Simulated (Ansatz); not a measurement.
The same path of Cl2FH3W (7 atoms, charge 0, multiplicity 1) was run twice with different band settings.

The calculation used Ansatz, RKS PBE/def2-SVP.

Relaxed end points:

```xyz
7
Properties=species:S:1:pos:R:3
W -0.209 -0.005 0.086
F 0.050 -0.030 1.921
H 1.522 0.001 0.030
H 0.755 1.375 0.054
Cl -2.550 0.039 0.302
H 0.798 -1.357 0.046
Cl -0.096 -0.023 -2.170
```

```xyz
7
Properties=species:S:1:pos:R:3
W -0.296 -0.006 -0.425
F 0.300 0.018 1.810
H 1.052 0.016 1.108
H 0.866 1.189 -0.105
Cl -2.310 -0.003 0.625
H 0.841 -1.222 -0.102
Cl -0.182 0.007 -2.641
```

Common settings: movable images 7; climbing image yes; spring 5.0 eV/Å²; optimiser quadratic models (default); start path through a guess of the saddle point; iteration limit 60; end points relaxed.

| run | force threshold |
| --- | --- |
| 1 | 0.05 eV/Å |
| 2 | 0.5 eV/Å |

**Question.** What does each run give, and how far can it be trusted?

**Answer.** Run 1: converged after 20 iterations, highest image 2.043 eV above the first end. The highest image is an end point: on this band no image between the ends rises above it. A vibrational analysis next to that end finds imaginary modes (101i cm⁻¹), so it isn't a minimum.
Run 2: converged after 14 iterations, highest image 2.045 eV above the first end. The threshold of 0.5 eV/Å is loose, so the images may lie well off the minimum-energy path. The top lies less than 8 meV above the higher end, about what the thresholds resolve: that end is a shoulder or a very shallow well. Another band between the same ends (7 images) ends at a top of the same energy, where a vibrational analysis finds 1 clearly imaginary mode.
